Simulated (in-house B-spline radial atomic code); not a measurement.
Ar+ is squeezed into an impenetrable sphere of radius R (the orbitals vanish at R). Computed with a radial B-spline atomic code at the basis-set limit: non-relativistic PBE, spin-polarised, spherical fractional occupations, point nucleus.

Energies in eV above the free ion in [Ne] 3s2 3p5:

```json
{"R (bohr)": "7.72", "highest level (eV)": "-21.6", "[Ne] 3s2 3p5": "0.0002671", "[Ne] 3s1 3p6": "14.29", "[He] 2s2 2p5 3s2 3p5 3d1": "252.2", "-dE/dV in [Ne] 3s2 3p5 (GPa)": "0.000917"}
{"R (bohr)": "5.74", "highest level (eV)": "-21.5", "[Ne] 3s2 3p5": "0.02701", "[Ne] 3s1 3p6": "14.32", "[He] 2s2 2p5 3s2 3p5 3d1": "252.5", "-dE/dV in [Ne] 3s2 3p5 (GPa)": "0.161"}
{"R (bohr)": "5.08", "highest level (eV)": "-21.4", "[Ne] 3s2 3p5": "0.1211", "[Ne] 3s1 3p6": "14.42", "[He] 2s2 2p5 3s2 3p5 3d1": "252.7", "-dE/dV in [Ne] 3s2 3p5 (GPa)": "0.911"}
{"R (bohr)": "4.09", "highest level (eV)": "-20.6", "[Ne] 3s2 3p5": "1.109", "[Ne] 3s1 3p6": "15.49", "[He] 2s2 2p5 3s2 3p5 3d1": "254.2", "-dE/dV in [Ne] 3s2 3p5 (GPa)": "12.7"}
{"R (bohr)": "3.37", "highest level (eV)": "-18.1", "[Ne] 3s2 3p5": "5.516", "[Ne] 3s1 3p6": "20.21", "[He] 2s2 2p5 3s2 3p5 3d1": "259", "-dE/dV in [Ne] 3s2 3p5 (GPa)": "93.5"}
{"R (bohr)": "3.11", "highest level (eV)": "-16.2", "[Ne] 3s2 3p5": "9.887", "[Ne] 3s1 3p6": "24.84", "[He] 2s2 2p5 3s2 3p5 3d1": "263.4", "-dE/dV in [Ne] 3s2 3p5 (GPa)": "198"}
{"R (bohr)": "2.45", "highest level (eV)": "-4.83", "[Ne] 3s2 3p5": "44.7", "[Ne] 3s1 3p6": "61.09", "[He] 2s2 2p5 3s2 3p5 3d1": "298.3", "-dE/dV in [Ne] 3s2 3p5 (GPa)": "1490"}
{"R (bohr)": "2.05", "highest level (eV)": "13.1", "[Ne] 3s2 3p5": "115.6", "[Ne] 3s1 3p6": "133.7", "[He] 2s2 2p5 3s2 3p5 3d1": "370.3", "-dE/dV in [Ne] 3s2 3p5 (GPa)": "5760"}
{"R (bohr)": "1.93", "highest level (eV)": "22", "[Ne] 3s2 3p5": "155.2", "[Ne] 3s1 3p6": "173.9", "[He] 2s2 2p5 3s2 3p5 3d1": "410.8", "-dE/dV in [Ne] 3s2 3p5 (GPa)": "8880"}
{"R (bohr)": "1.3", "highest level (eV)": "150", "[Ne] 3s2 3p5": "833.6", "[Ne] 3s1 3p6": "851.7", "[He] 2s2 2p5 3s2 3p5 3d1": "1116", "-dE/dV in [Ne] 3s2 3p5 (GPa)": "125000"}
```

Question: Does [Ne] 3s1 3p6 fall below [Ne] 3s2 3p5 under compression?

Answer: No, it stays above over the whole range.

Question: Does [He] 2s2 2p5 3s2 3p5 3d1 fall below [Ne] 3s2 3p5 under compression?

Answer: No, it stays above over the whole range.

The highest level is first positive in the row R = 2.05 bohr, pushed up by confinement above the zero of the free ion's potential. Each configuration is held fixed and needn't be the lowest in the sphere.
